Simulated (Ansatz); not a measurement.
Ansatz (a quantum-chemistry and plane-wave program) input for Cl2H4Si2, SMILES [SiH3][SiH](Cl)Cl, PBE0-D3(BJ)/def2-SVP. 

Ansatz 0.2 input:
```yaml
crystal:
  periodic: [false, false, false]
  atoms:
    - {symbol: Si, position_ang: [-2.13530940, -0.13721246, -0.00000001]}
    - {symbol: Si, position_ang: [0.08893935, 0.52090304, 0.00000000]}
    - {symbol: Cl, position_ang: [1.06567252, -0.19146026, -1.63299004]}
    - {symbol: Cl, position_ang: [1.06567250, -0.19146026, 1.63299004]}
    - {symbol: H, position_ang: [-2.30065212, -1.59307356, -0.00000002]}
    - {symbol: H, position_ang: [-2.82052643, 0.38637232, -1.18331875]}
    - {symbol: H, position_ang: [-2.82052645, 0.38637232, 1.18331872]}
    - {symbol: H, position_ang: [0.35802035, 1.95830955, 0.00000001]}
basis:
  gaussian:
    orbitals: def2-SVP
hamiltonian:
  xc: pbe0
  dispersion: d3bj
relax: {f_tol: 0.002, max_steps: 200}
```

It prints:

```
WARN ansatz: RAYON_NUM_THREADS=1 ignored (pool sized by the plan → 1); use --threads N
Functional definition: PBE0
integrals: 0.04 GiB planned
912 factors; integrals over basis functions are off by at most 6.7e-4 eV
mean field: 0.39 GiB planned
mean field evaluation 1: about -40839.9077 eV, gradient 1.2e1 eV
mean field evaluation 2: about -40840.0882 eV, gradient 9.7e0 eV
mean field evaluation 4: about -40840.3487 eV, gradient 3.3e-1 eV
mean field evaluation 8: about -40840.3492 eV, gradient 7.0e-3 eV
mean field -40840.34915918 eV, -1500.8551490168 hartree, gradient 1.0e-5 eV, S^2 0.000000; 0 other end points of the search recorded, 0 dependent functions left out
the calculation of the forces begins
reference -40840.34918473 eV, -1500.8551499559 hartree; 33, 33 occupied and 59, 59 virtual orbitals, 912 factors
relax step   1: F+E_penalty+E_count = -40840.57057860 eV  Δ(F+E_penalty+E_count) = +0.000e0 eV  max|allowed force component| = 7.448e-1 eV/Å  Δτ_max = 0.0000 Å  (24 SCF iters, accepted)
these checks for a lower state are left out or cut short: starts, cluster_reference, orbital_swaps, neighbouring_geometries, increment
integrals: 0.04 GiB planned
912 factors; integrals over basis functions are off by at most 7.6e-4 eV
mean field: 0.39 GiB planned
mean field evaluation 16: about -40840.3000 eV, gradient 8.9e0 eV
mean field -40840.41562642 eV, -1500.8575916431 hartree, gradient 1.2e-5 eV, S^2 0.000000; 0 other end points of the search recorded, 0 dependent functions left out
the calculation of the forces begins
reference -40840.41565195 eV, -1500.8575925812 hartree; 33, 33 occupied and 59, 59 virtual orbitals, 912 factors
relax step   2: F+E_penalty+E_count = -40840.63715693 eV  Δ(F+E_penalty+E_count) = -6.658e-2 eV  max|allowed force component| = 3.422e-1 eV/Å  Δτ_max = 0.1385 Å  (27 SCF iters, accepted)
these checks for a lower state are left out or cut short: starts, cluster_reference, orbital_swaps, neighbouring_geometries, increment
integrals: 0.04 GiB planned
912 factors; integrals over basis functions are off by at most 7.6e-4 eV
mean field: 0.39 GiB planned
mean field -40840.45328142 eV, -1500.8589754386 hartree, gradient 2.8e-5 eV, S^2 0.000000; 0 other end points of the search recorded, 0 dependent functions left out
the calculation of the forces begins
reference -40840.45330707 eV, -1500.8589763813 hartree; 33, 33 occupied and 59, 59 virtual orbitals, 912 factors
relax step   3: F+E_penalty+E_count = -40840.67418730 eV  Δ(F+E_penalty+E_count) = -3.703e-2 eV  max|allowed force component| = 7.288e-2 eV/Å  Δτ_max = 0.0831 Å  (23 SCF iters, accepted)
these checks for a lower state are left out or cut short: starts, cluster_reference, orbital_swaps, neighbouring_geometries, increment
integrals: 0.04 GiB planned
912 factors; integrals over basis functions are off by at most 7.7e-4 eV
mean field: 0.39 GiB planned
mean field evaluation 32: about -40840.4541 eV, gradient 4.6e-4 eV
mean field -40840.45407753 eV, -1500.8590046953 hartree, gradient 1.1e-5 eV, S^2 0.000000; 0 other end points of the search recorded, 0 dependent functions left out
the calculation of the forces begins
reference -40840.45410317 eV, -1500.8590056375 hartree; 33, 33 occupied and 59, 59 virtual orbitals, 912 factors
relax step   4: F+E_penalty+E_count = -40840.67512518 eV  Δ(F+E_penalty+E_count) = -9.379e-4 eV  max|allowed force component| = 2.891e-2 eV/Å  Δτ_max = 0.0107 Å  (22 SCF iters, accepted)
these checks for a lower state are left out or cut short: starts, cluster_reference, orbital_swaps, neighbouring_geometries, increment
integrals: 0.04 GiB planned
912 factors; integrals over basis functions are off by at most 7.7e-4 eV
mean field: 0.39 GiB planned
mean field -40840.45314519 eV, -1500.8589704324 hartree, gradient 2.3e-5 eV, S^2 0.000000; 0 other end points of the search recorded, 0 dependent functions left out
the calculation of the forces begins
reference -40840.45317072 eV, -1500.8589713706 hartree; 33, 33 occupied and 59, 59 virtual orbitals, 912 factors
relax step   5: F+E_penalty+E_count = -40840.67471044 eV  Δ(F+E_penalty+E_count) = +4.147e-4 eV  max|allowed force component| = 2.302e-1 eV/Å  Δτ_max = 0.0529 Å  (23 SCF iters, rejected (line search))
these checks for a lower state are left out or cut short: starts, cluster_reference, orbital_swaps, neighbouring_geometries, increment
integrals: 0.04 GiB planned
912 factors; integrals over basis functions are off by at most 7.7e-4 eV
mean field: 0.39 GiB planned
mean field -40840.45468588 eV, -1500.8590270518 hartree, gradient 1.7e-5 eV, S^2 0.000000; 0 other end points of the search recorded, 0 dependent functions left out
the calculation of the forces begins
reference -40840.45471147 eV, -1500.8590279921 hartree; 33, 33 occupied and 59, 59 virtual orbitals, 912 factors
relax step   6: F+E_penalty+E_count = -40840.67607546 eV  Δ(F+E_penalty+E_count) = -9.503e-4 eV  max|allowed force component| = 1.636e-2 eV/Å  Δτ_max = 0.0264 Å  (23 SCF iters, accepted)
these checks for a lower state are left out or cut short: starts, cluster_reference, orbital_swaps, neighbouring_geometries, increment
integrals: 0.04 GiB planned
912 factors; integrals over basis functions are off by at most 7.7e-4 eV
mean field: 0.39 GiB planned
mean field -40840.45468672 eV, -1500.8590270823 hartree, gradient 1.2e-5 eV, S^2 0.000000; 0 other end points of the search recorded, 0 dependent functions left out
the calculation of the forces begins
reference -40840.45471228 eV, -1500.8590280218 hartree; 33, 33 occupied and 59, 59 virtual orbitals, 912 factors
relax step   7: F+E_penalty+E_count = -40840.67622794 eV  Δ(F+E_penalty+E_count) = -1.525e-4 eV  max|allowed force component| = 1.190e-3 eV/Å  Δτ_max = 0.0113 Å  (22 SCF iters, accepted)
these checks for a lower state are left out or cut short: starts, cluster_reference, orbital_swaps, neighbouring_geometries, increment
integrals: 0.04 GiB planned
912 factors; integrals over basis functions are off by at most 7.7e-4 eV
mean field: 0.39 GiB planned
mean field -40840.45466000 eV, -1500.8590261006 hartree, gradient 2.4e-5 eV, S^2 0.000000; 0 other end points of the search recorded, 0 dependent functions left out
the calculation of the forces begins
reference -40840.45468556 eV, -1500.8590270399 hartree; 33, 33 occupied and 59, 59 virtual orbitals, 912 factors
relax step   8: F+E_penalty+E_count = -40840.67623191 eV  Δ(F+E_penalty+E_count) = -3.972e-6 eV  max|allowed force component| = 5.993e-4 eV/Å  Δτ_max = 0.0024 Å  (19 SCF iters, accepted)
integrals: 0.04 GiB planned
912 factors; integrals over basis functions are off by at most 7.7e-4 eV
mean field: 0.39 GiB planned
mean field evaluation 64: about -40840.1556 eV, gradient 1.0e1 eV
mean field -40840.45466000 eV, -1500.8590261006 hartree, gradient 2.4e-5 eV, S^2 0.000000; 1 other end points of the search recorded, 0 dependent functions left out
the calculation of the forces begins
reference -40840.45468556 eV, -1500.8590270399 hartree; 33, 33 occupied and 59, 59 virtual orbitals, 912 factors
Total energy: -40840.67625747 eV, -1500.8671696575 hartree
Atom 0 at    -2.139227    -0.120323    -0.000000 Å, force     0.000599     0.000064    -0.000000 eV/Å
Atom 1 at     0.101008     0.539855     0.000000 Å, force    -0.000286     0.000372     0.000000 eV/Å
Atom 2 at     1.002671    -0.243755    -1.688221 Å, force    -0.000007    -0.000149     0.000080 eV/Å
Atom 3 at     1.002671    -0.243755     1.688221 Å, force    -0.000007    -0.000149    -0.000080 eV/Å
Atom 4 at    -2.173095    -1.612158    -0.000000 Å, force    -0.000305     0.000013    -0.000000 eV/Å
Atom 5 at    -2.818235     0.405822    -1.221816 Å, force     0.000010    -0.000116    -0.000108 eV/Å
Atom 6 at    -2.818235     0.405822     1.221816 Å, force     0.000010    -0.000116     0.000108 eV/Å
Atom 7 at     0.343732     2.007243     0.000000 Å, force    -0.000015     0.000081    -0.000000 eV/Å
Dipole moment:    -0.287530     0.162393    -0.000000 e Å
```

The calculation finished and met its thresholds.
